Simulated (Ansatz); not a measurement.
Mg3Cl4⁺. The state is a doublet with charge 1. Geometry PBE0-D4/def2-SVP.

| atom | x (Å) | y (Å) | z (Å) |
| --- | --- | --- | --- |
| Mg1 | 0.4206 | 2.2268 | -1.1693 |
| Mg2 | 1.3532 | -0.8340 | 1.3682 |
| Mg3 | -1.0114 | -0.5890 | -0.2461 |
| Cl4 | -1.7212 | 1.0246 | -1.7166 |
| Cl5 | 1.4647 | -0.5280 | -0.9776 |
| Cl6 | -0.0529 | 1.0675 | 1.4925 |
| Cl7 | -0.4530 | -2.3680 | 1.2489 |

B3LYP takes the VWN-RPA correlation. Another isomer (doublet) lies 0.24 eV lower at PBE0-D4/def2-TZVP; other spin states weren't run for this one.

(1) Estimate the α-spin orbital energies around the gap (eV) in Ansatz with PBE-D4/def2-TZVP, r2SCAN-D4/def2-TZVP, B3LYP-D4/def2-TZVP, PBE0-D4/def2-SVP, r2SCAN0-D4/def2-TZVP.

Results:

(1) 
```tsv
orbital	PBE-D4/def2-TZVP	r2SCAN-D4/def2-TZVP	B3LYP-D4/def2-TZVP	PBE0-D4/def2-SVP	r2SCAN0-D4/def2-TZVP
HOMO−5	-12.26	-12.65	-13.35	-13.78	-13.90
HOMO−4	-12.21	-12.54	-13.26	-13.66	-13.78
HOMO−3	-11.93	-12.31	-13.03	-13.45	-13.57
HOMO−2	-11.79	-12.18	-12.90	-13.32	-13.45
HOMO−1	-11.68	-12.00	-12.74	-13.12	-13.26
HOMO	-8.28	-8.26	-8.78	-8.92	-8.97
LUMO	-7.62	-7.13	-7.26	-7.09	-6.58
LUMO+1	-5.95	-5.45	-5.47	-5.22	-4.87
LUMO+2	-4.97	-4.70	-4.35	-4.25	-4.10
LUMO+3	-4.65	-4.37	-4.03	-3.92	-3.78
LUMO+4	-4.15	-3.73	-3.64	-3.45	-3.20
LUMO+5	-4.01	-3.57	-3.51	-3.30	-3.05
β HOMO	-11.66	-11.98	-12.72	-13.10	-13.23
β LUMO	-7.57	-7.05	-7.29	-7.07	-6.57
```
